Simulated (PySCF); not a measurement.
C2H3N. Atoms are numbered in the order given.

```xyz
6

C      0.0000     0.0000    -1.1072
N      0.0000     0.0000     0.3097
C      0.0000     0.0000     1.4869
H     -0.8943     0.5163    -1.4820
H      0.8943     0.5163    -1.4820
H      0.0000    -1.0327    -1.4820
```

Coordinates come from a PBE-D3(BJ)/def2-TZVP optimisation.

These are PBE-D3(BJ)/def2-TZVP in PySCF values and carry that method's errors.

Harmonic, unscaled wavenumbers; measured fundamentals usually lie a few per cent lower.

Modes within 1.5 cm⁻¹ of each other (mostly degenerate sets) share a row, with their intensities summed.

```tsv
mode	ν (cm⁻¹)	IR (km/mol)	moving atoms (share of kinetic energy)
1–2	274	0.6	N 57 %, C 29 %, H 13 %
3	948	6.8	C 78 %, N 11 %, H 10 %
4–5	1101	0.0	H 73 %, C 20 %
6	1398	1.9	H 84 %, C 16 %
7–8	1436	22.6	H 97 %
9	2164	102.8	N 54 %, C 45 %
10	2981	14.5	H 98 %
11–12	3055	9.1	H 91 %, C 9 %
```
